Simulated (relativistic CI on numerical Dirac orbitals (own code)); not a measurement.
# Electric-dipole transitions in Ga¹⁷⁺

Method of calculation: Dirac-Coulomb-Breit CI, separate exchange-only KLI orbitals for each configuration, a model potential for QED, unscaled Slater integrals (own radial code, finite nucleus).

CI space (outside the closed core [Ne]): 3s2 3p2, 3s 3p3, 3s2 3p 3d, 3p4, 3s 3p2 3d, 3p3 3d, 3s 3p 3d2, 3s2 3d 4p, 3s2 3p 4s, 3p3 4s, 3p3 4p, 3s2 3p 4p, 3s 3p 3d 4s, 3s2 3d2, 3s 3d3, 3p2 3d2, 3p 3d3, 3p 3d2 4s, 3p 3d2 4p, 3s2 3d 4s, 3s 3d2 4s. Double excitations out of closed p, d and f shells are left out; levels of such configurations are missing from the list, as are those of other unlisted configurations, and high levels can miss mixing partners.

```csv
λ vac (nm),Lower,Upper,A (s⁻¹),log gf,S velocity/length
12.951,3s 3p3 1D°_2 [13],3s 3p2 3d 1F_3 [87],4.42e+10,-0.11,0.90
13.513,3s 3p3 3D°_2 [8],3s 3p2 3d 3F_3 [73],3.00e+10,-0.24,0.95
14.330,3s 3p3 3D°_3 [9],3s 3p2 3d 3F_4 [67],7.60e+10,0.32,1.04
14.513,3s2 3p 3d 3F°_4 [18],3s2 3d2 3F_4 [90],3.82e+10,0.04,0.87
14.521,3s2 3p2 3P_1 [2],3s2 3p 3d 3P°_1 [23],5.43e+10,-0.29,0.98
14.563,3s2 3p2 3P_0 [1],3s2 3p 3d 3D°_1 [20],7.97e+10,-0.12,0.99
14.571,3s 3p3 3D°_2 [8],3s 3p2 3d 3F_3 [61],4.17e+10,-0.03,1.04
14.574,3s2 3p2 1D_2 [4],3s2 3p 3d 1F°_3 [26],8.99e+10,0.30,1.02
14.725,3s2 3p2 3P_1 [2],3s2 3p 3d 1D°_2 [21],3.61e+10,-0.23,1.00
14.784,3s2 3p2 3P_2 [3],3s2 3p 3d 3D°_2 [25],3.39e+10,-0.26,0.97
14.785,3s 3p3 5S°_2 [6],3s 3p2 3d 5P_1 [47],8.48e+10,-0.08,0.99
14.841,3s2 3p 3d 1D°_2 [21],3s2 3d2 1D_2 [96],6.19e+10,0.01,0.93
14.875,3s2 3p2 3P_2 [3],3s2 3p 3d 3D°_3 [24],8.88e+10,0.31,1.01
14.880,3s 3p3 5S°_2 [6],3s 3p2 3d 5P_2 [46],7.95e+10,0.12,0.99
14.884,3s 3p3 3D°_2 [8],3s 3p2 3d 3F_2 [60],3.76e+10,-0.20,1.03
15.031,3s 3p3 3S°_1 [14],3s 3p2 3d 3P_2 [84],6.54e+10,0.04,0.98
15.047,3s 3p3 5S°_2 [6],3s 3p2 3d 5P_3 [45],7.52e+10,0.25,1.00
15.252,3s 3p2 3d 5F_5 [39],3s 3p 3d2 5F°_5 [143],6.55e+10,0.40,0.95
15.292,3s 3p3 1D°_2 [13],3s 3p2 3d 1D_2 [77],5.01e+10,-0.06,0.99
15.298,3s 3p3 3S°_1 [14],3s 3p2 3d 1P_1 [83],9.03e+10,-0.02,0.95
15.418,3s2 3p2 1S_0 [5],3s2 3p 3d 1P°_1 [27],8.18e+10,-0.06,0.97
15.432,3s 3p3 3P°_2 [12],3s 3p2 3d 3P_2 [68],4.77e+10,-0.07,0.90
15.457,3s2 3p2 3P_1 [2],3s2 3p 3d 3P°_2 [19],3.85e+10,-0.16,0.98
15.606,3s 3p3 3D°_3 [9],3s 3p2 3d 3D_3 [56],4.05e+10,0.01,0.95
15.762,3s 3p3 1P°_1 [17],3s 3p2 3d 3P_1 [85],8.52e+10,-0.02,0.94
15.813,3s 3p2 3d 5P_3 [45],3s 3p 3d2 5D°_4 [153],5.50e+10,0.27,1.04
15.848,3s 3p3 3P°_1 [11],3s 3p2 3d 3D_2 [64],3.65e+10,-0.16,1.03
15.907,3s2 3p2 3P_2 [3],3s2 3p 3d 3P°_2 [19],2.76e+10,-0.28,0.95
15.978,3s2 3p2 1D_2 [4],3s2 3p 3d 3D°_2 [25],3.69e+10,-0.15,0.99
16.339,3s2 3p 3d 3D°_3 [24],3s2 3d2 3F_4 [90],8.82e+10,0.50,1.10
16.386,3s2 3p2 1D_2 [4],3s2 3p 3d 1D°_2 [21],4.06e+10,-0.09,1.00
16.539,3s2 3p 3d 3D°_2 [25],3s2 3d2 3F_3 [89],4.75e+10,0.13,1.11
16.868,3s2 3p 3d 1D°_2 [21],3s 3p2 3d 1F_3 [87],4.82e+10,0.16,1.18
16.909,3s2 3p 3d 1F°_3 [26],3s2 3d2 1G_4 [95],9.17e+10,0.55,1.19
17.242,3s 3p3 3D°_3 [9],3s 3p2 3d 3P_2 [49],2.88e+10,-0.19,0.98
17.808,3s2 3p2 3P_1 [2],3s 3p3 3S°_1 [14],2.39e+10,-0.47,0.92
17.832,3s2 3p 3d 1F°_3 [26],3s 3p2 3d 1D_2 [91],5.55e+10,0.12,0.63
18.408,3s2 3p2 3P_2 [3],3s 3p3 3S°_1 [14],5.43e+10,-0.08,0.88
18.436,3s2 3p2 1D_2 [4],3s 3p3 1P°_1 [17],4.90e+10,-0.13,0.81
18.448,3s2 3p 3d 3F°_3 [16],3s 3p2 3d 3F_3 [73],3.04e+10,0.04,0.93
18.580,3s2 3p 3d 3F°_4 [18],3s 3p2 3d 3F_4 [76],4.53e+10,0.32,0.97
18.590,3s2 3p 3d 3F°_4 [18],3s 3p2 3d 3D_3 [75],4.61e+10,0.22,0.68
19.343,3s2 3p 3d 1F°_3 [26],3s 3p2 3d 1F_3 [87],4.90e+10,0.28,0.96
22.400,3s2 3p 3d 3F°_3 [16],3s 3p2 3d 3G_4 [53],1.34e+10,-0.04,1.32
23.388,3s2 3p 3d 3F°_4 [18],3s 3p2 3d 3G_5 [57],1.19e+10,0.03,1.33
```

Terms are leading LS components. Brackets give the number of a level in order of energy, since labels repeat. The list gives strong lines, with weight on those to low levels, among the lowest 200 of 976 levels, so that lines to higher ones, which can be the strongest, are missing. Levels whose partners in the same complex of configurations lie outside the list can be far off, and so can their lines. Rates are taken at the computed energies, electric ones in the length gauge. A velocity-to-length ratio far from 1 marks an uncertain rate.

At this charge energies of transitions that change n are usually good to better than 1 %, and those within a shell (Δn = 0) to a few per cent.

LS names give the leading component of a level, which can be under half, so a name can repeat, a term be missing and a line seem to break the LS rules.
